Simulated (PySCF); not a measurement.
C3H9FSi, singlet, at a GFN2-xTB geometry. Base run: M062X/6-31G in PySCF.

The PySCF input:
```python
from pyscf import gto, scf, dft, solvent

mol = gto.Mole()
mol.atom = '''
    Si    0.98344795   -0.48385720    0.05591295
    F     2.39591589    0.09738130   -0.46848746
    C    -0.30072375    0.88068690   -0.24090346
    C    -1.62136418    0.69437175    0.50509836
    C    -2.35070158   -0.57570849    0.08876617
    H     0.78028706   -1.68483745   -0.74318927
    H     1.20201134   -0.75349245    1.47100229
    H     0.13506407    1.83841344    0.05641099
    H    -0.51123595    0.96284002   -1.31040407
    H    -2.26801658    1.55490592    0.31136161
    H    -1.43103789    0.66420644    1.58024836
    H    -1.76853958   -1.45563613    0.35264126
    H    -3.31697804   -0.64107507    0.58423513
    H    -2.51633187   -0.58385676   -0.98646673
'''
mol.basis = '6-31g'
mol.verbose = 3
mol.build()

mf = dft.RKS(mol)
mf.xc = 'm062x'
mf.kernel()
mf.analyze()
```

The base run was repeated with changes; each row names its change, and settings that it needs were set with it.

```csv
change,ΔE vs base (kJ/mol),dipole (D),HOMO-LUMO gap (eV)
base,0.00,2.82,11.03
model = IEF-PCM; solvent = 2-propanol,-14.64,3.20,10.93
model = SS(V)PE; solvent = n-hexane,-5.86,2.98,10.99
model = IEF-PCM; solvent = dimethylsulfoxide,-15.34,3.22,10.93
model = IEF-PCM; solvent = n-hexane; lebedev_order = 11,-5.86,2.98,10.99
model = IEF-PCM; solvent = dichloromethane,(withheld),(withheld),(withheld)
model = COSMO; solvent = n-hexane,-5.53,2.96,11.00
model = C-PCM; solvent = n-hexane,-7.06,3.00,10.99
model = IEF-PCM; solvent = n-hexane; vdw_scale = 1.4,(withheld),(withheld),11.00
model = IEF-PCM; solvent = n-hexane; vdw_scale = 1.1,(withheld),3.00,10.99
model = IEF-PCM; solvent = n-hexane; lebedev_order = 41,-5.90,2.98,10.99
model = IEF-PCM; solvent = methanol,-15.12,3.21,10.93
```

Q: Fill in the missing entries.

A: 
- model = IEF-PCM; solvent = dichloromethane, ΔE vs base (kJ/mol): -13.32
- model = IEF-PCM; solvent = dichloromethane, dipole (D): 3.17
- model = IEF-PCM; solvent = dichloromethane, HOMO-LUMO gap (eV): 10.94
- model = IEF-PCM; solvent = n-hexane; vdw_scale = 1.4, ΔE vs base (kJ/mol): -3.53
- model = IEF-PCM; solvent = n-hexane; vdw_scale = 1.4, dipole (D): 2.94
- model = IEF-PCM; solvent = n-hexane; vdw_scale = 1.1, ΔE vs base (kJ/mol): -8.03

The base is the gas phase, so ΔE is the electrostatic part of solvation at a fixed geometry, without cavity and dispersion terms.
